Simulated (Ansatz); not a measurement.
`O[SiH]([AlH2])S` and `C[SiH](O)S` differ in one atom or group.

Ansatz, PBE0-D4/def2-TZVP geometries, multiplicity 1. Each molecule was computed in one conformer, which needn't be the lowest.

```tsv
property	`O[SiH]([AlH2])S`
size of the dipole moment (B3LYP/def2-TZVPP) / D	1.64
HOMO energy (B3LYP/def2-TZVPP) / eV	-6.66
ideal-gas entropy at 298 K and 1 bar (rigid rotor, harmonic PBE0-D4/def2-TZVP) / J/(mol·K)	349
HOMO energy (PBE/def2-TZVPP) / eV	-5.80
LUMO energy (B3LYP/def2-TZVPP) / eV	-0.91
LUMO energy (ωB97M-V/def2-TZVPP) / eV	1.02
```

(1) Give the same properties after the change, and the shifts. (Best estimate.)

Answers

(1) Ansatz gave: 
```csv
property,`C[SiH](O)S`,shift
size of the dipole moment (B3LYP/def2-TZVPP) / D,0.64,-1.00
HOMO energy (B3LYP/def2-TZVPP) / eV,-7.23,-0.57
"ideal-gas entropy at 298 K and 1 bar (rigid rotor, harmonic PBE0-D4/def2-TZVP) / J/(mol·K)",336,-13
HOMO energy (PBE/def2-TZVPP) / eV,-6.23,-0.43
LUMO energy (B3LYP/def2-TZVPP) / eV,0.24,1.15
LUMO energy (ωB97M-V/def2-TZVPP) / eV,2.17,1.15
```

With PBE0 the HOMO falls by 0.65 eV and the LUMO rises by 1.30 eV, so the gap widens by about 1.95 eV. PBE moves the HOMO by -0.43 eV and ωB97M-V by -0.90 eV. The zero-point energy changes by 59.6 kJ/mol with +3 modes. Dipoles are sizes alone; their direction can turn.

B3LYP here is the variant with VWN-RPA as its local correlation; programs differ in this.
